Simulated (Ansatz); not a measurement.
Molecule: CH$_{13}$NSi$_{4}$ (charge 0, singlet). 
Geometry from a B3LYP-D3(BJ)/def2-TZVP (Ansatz, a quantum-chemistry and plane-wave program) optimisation:
SMILES: [SiH3][Si](C)([SiH3])N[SiH3]
```xyz
19

C     -1.1084    -0.1146     2.1778
Si    -0.4275    -0.1198     0.4229
Si    -0.4267     2.0694    -0.4291
Si    -1.8277    -1.4336    -0.9355
N      1.1890    -0.7758     0.3935
Si     2.6384    -0.1223    -0.2833
H     -0.4885     0.5037     2.8300
H     -2.1280     0.2764     2.1991
H     -1.1300    -1.1263     2.5901
H      0.1640     2.1303    -1.7882
H      0.2956     3.0226     0.4493
H     -1.8441     2.5057    -0.5192
H     -1.4074    -1.3564    -2.3573
H     -1.7535    -2.8595    -0.5155
H     -3.2473    -1.0049    -0.8445
H      1.2596    -1.7372     0.7032
H      2.8511    -0.4852    -1.7076
H      3.8058    -0.6154     0.4860
H      2.5583     1.3528    -0.1971
```

Wanted: vertical ionisation energy (to the doublet state of charge +1; each state is the SCF solution reached for its spin; for the doublet T1 is 0.053), in eV. Cores are frozen in the correlated levels unless marked. UHF or UKS for open shells. No spin-orbit coupling. Non-relativistic. 

```tsv
level	program	vertical ionisation energy (eV)
HF/aug-cc-pV(D+d)Z	Ansatz	8.12
HF/aug-cc-pV(T+d)Z	Ansatz	8.16
SVWN5/def2-TZVPD	Ansatz	8.42
PBE/def2-TZVPD	Ansatz	8.31
r2SCAN/def2-TZVPD	Ansatz	8.45
B3LYP/def2-TZVPD	Ansatz	8.61
PBE0/def2-TZVPD	Ansatz	8.62
BHLYP/def2-TZVPD	Ansatz	8.79
CAM-B3LYP/def2-TZVPD	Ansatz	8.83
wB97M-V/def2-TZVPD	Ansatz	8.88
wB97X-V/def2-TZVPD	Ansatz	8.92
B2PLYP/def2-TZVPD	Ansatz	8.73
MP2/aug-cc-pV(D+d)Z	Ansatz	9.35
RI-MP2/aug-cc-pV(T+d)Z	Ansatz	9.52
SCS-MP2/aug-cc-pV(D+d)Z	Ansatz	9.30
CCSD/aug-cc-pV(D+d)Z	Ansatz	8.86
CCSD(T)/aug-cc-pV(D+d)Z	Ansatz	8.83
```
